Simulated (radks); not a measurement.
Ba5+, 51 electrons, occupied as [Kr] 4d10 5s2 5p3. Calculated with a radial shooting solver on a logarithmic mesh with Libxc functionals: scalar-relativistic Kohn-Sham, PBE, spin-unpolarised, spherical densities, finite nucleus; Fermi nuclear charge, rms radius 4.8378 fm. Some entries of the table are withheld. Estimate them.

orbital  occ.  eigenvalue (hartree)  <1/r> (bohr^-1)  <r> (bohr)
1s          2             -1371.227              (1)     0.02558
2s          2             -218.4664            13.96      0.1098
2p          6             -196.1251            13.27     0.09619
3s          2             -47.72062            5.044      0.2919
3p          6             -40.55664            4.785         (2)
3d         10             -30.15047            4.536      0.2665
4s          2             -10.97081            2.086      0.6731
4p          6              -8.65628            1.923         (3)
4d         10              -5.29042            1.664      0.7948
5s          2                   (4)           0.8560       1.546
5p          3              -2.43627           0.7570       1.729
4f          0              -1.81924            1.132       1.133
6s          0              -1.33052           0.4300       3.061

Answer. 
(1) 1s <1/r> (bohr^-1): 60.69
(2) 3p <r> (bohr): 0.2899
(3) 4p <r> (bohr): 0.7140
(4) 5s eigenvalue (hartree): -3.05756
